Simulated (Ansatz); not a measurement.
Relaxation of C2H4BN (8 atoms, charge 0, multiplicity 1), to a largest force component of 0.02 eV/Å in at most 50 steps.

Computed with RKS r2SCAN-D4/STO-3G (Ansatz).

```xyz
8
Properties=species:S:1:pos:R:3:forces:R:3
C -0.718 1.241 -0.163 -5.41 1.39 2.80
C 0.062 0.184 -0.134 -3.65 3.60 0.55
B 1.142 -0.854 -0.306 5.74 -5.48 -0.94
N 0.058 -1.074 0.504 1.89 -0.54 -0.94
H -0.461 2.098 -0.759 -0.73 1.79 -0.43
H -1.637 1.300 0.402 -1.09 0.57 0.41
H 0.393 1.009 -0.765 5.22 -0.88 -2.94
H -0.557 -1.548 1.137 -1.98 -0.45 1.50
```

Problem. Where does it end, and by what steps?

Solution. It converged. Limits of this set-up: minimal basis. After 11 steps the energy has fallen by 6.421 eV; B3 moved furthest, 0.96 Å. Parted: C1–H7, C2–B3.

| step | energy less start (eV) | largest force component (eV/Å) | accepted |
| --- | --- | --- | --- |
| 0 | 0.0000 | 5.741 | yes |
| 1 | -2.0440 | 6.234 | yes |
| 2 | -3.9518 | 5.916 | yes |
| 3 | -5.2868 | 3.840 | yes |
| 4 | -6.1969 | 0.931 | yes |
| 5 | -6.3208 | 0.563 | yes |
| 6 | -6.3965 | 0.374 | yes |
| 7 | -6.4136 | 0.294 | yes |
| 8 | -6.4204 | 0.067 | yes |
| 9 | -6.4205 | 0.105 | yes |
| 10 | -6.4209 | 0.023 | yes |
| 11 | -6.4209 | 0.010 | yes |

```xyz
8
Properties=species:S:1:pos:R:3
C -0.936 1.333 -0.068
C 0.086 0.498 -0.308
B 1.293 -1.735 0.039
N 0.223 -0.816 0.268
H -0.973 2.317 -0.541
H -1.758 1.063 0.600
H 0.917 0.762 -0.979
H -0.570 -1.065 0.907
```

The run took 19 s on 1 thread of Arm Neoverse V2, on a shared host, peak memory 0.13 GiB.
